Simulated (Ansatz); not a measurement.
Geometry optimisation, RKS r2SCAN/def2-SVP (Ansatz).

The input (input.yaml):

```yaml
crystal:
  periodic: [false, false, false]
  atoms:
    - { symbol: Ge, position_ang: [0.408317, -0.139912, -0.110197] }
    - { symbol: H, position_ang: [0.441283, -0.041062, 1.428115] }
    - { symbol: H, position_ang: [1.698865, 0.3055, -0.803598] }
    - { symbol: F, position_ang: [-0.815814, 1.013089, -0.607331] }
    - { symbol: H, position_ang: [-0.058081, -1.520654, -0.578924] }
    - { symbol: Si, position_ang: [-2.789831, 0.116283, 1.332326] }
    - { symbol: H, position_ang: [-2.967348, -0.709434, 0.105049] }
    - { symbol: H, position_ang: [-3.68567, -0.429208, 2.398598] }
    - { symbol: H, position_ang: [-3.160377, 1.533549, 1.067058] }
    - { symbol: H, position_ang: [-1.395845, 0.01705, 1.798503] }
basis:
  gaussian: { orbitals: def2-SVP }
hamiltonian:
  xc: r2scan
relax:
  f_tol: 0.03
  max_steps: 50
```

Launched with:

```bash
$ ansatz run input.yaml --threads 4 --pin off --max-ram 5120MiB --backend cpu --events-out ev --progress --plain --runs-dir out
```

Problem. Where does it end, and by what steps?

Solution. The run converged. The force dipped under the threshold on the way, but the program's further checks kept it going. After 12 steps the energy has fallen by 0.205 eV; H2 moved furthest, 0.91 Å.

```json
{"step": "0", "energy less start (eV)": "0.0000", "largest force component (eV/Å)": "0.611", "accepted": "yes"}
{"step": "1", "energy less start (eV)": "-0.1191", "largest force component (eV/Å)": "0.158", "accepted": "yes"}
{"step": "2", "energy less start (eV)": "-0.1667", "largest force component (eV/Å)": "0.147", "accepted": "yes"}
{"step": "3", "energy less start (eV)": "-0.1940", "largest force component (eV/Å)": "0.095", "accepted": "yes"}
{"step": "4", "energy less start (eV)": "-0.1985", "largest force component (eV/Å)": "0.024", "accepted": "yes"}
{"step": "5", "energy less start (eV)": "-0.2000", "largest force component (eV/Å)": "0.108", "accepted": "yes"}
{"step": "6", "energy less start (eV)": "-0.2010", "largest force component (eV/Å)": "0.076", "accepted": "yes"}
{"step": "7", "energy less start (eV)": "-0.2020", "largest force component (eV/Å)": "0.007", "accepted": "yes"}
{"step": "8", "energy less start (eV)": "-0.2029", "largest force component (eV/Å)": "0.073", "accepted": "yes"}
{"step": "9", "energy less start (eV)": "-0.2035", "largest force component (eV/Å)": "0.047", "accepted": "yes"}
{"step": "10", "energy less start (eV)": "-0.2043", "largest force component (eV/Å)": "0.053", "accepted": "yes"}
{"step": "11", "energy less start (eV)": "-0.2046", "largest force component (eV/Å)": "0.032", "accepted": "yes"}
{"step": "12", "energy less start (eV)": "-0.2048", "largest force component (eV/Å)": "0.012", "accepted": "yes"}
```

```xyz
10
Properties=species:S:1:pos:R:3
Ge 0.685 -0.106 -0.153
H 1.244 0.316 1.210
H 1.618 0.265 -1.310
F -0.775 0.834 -0.403
H 0.261 -1.577 -0.191
Si -3.065 0.092 1.363
H -3.308 -0.480 0.009
H -4.189 -0.313 2.262
H -2.997 1.578 1.311
H -1.801 -0.465 1.931
```

Whether the end is a true minimum wasn't checked by a vibrational analysis.

The run took 22 s on 4 threads of Arm Neoverse V2 (shared host), peak memory 0.17 GiB.
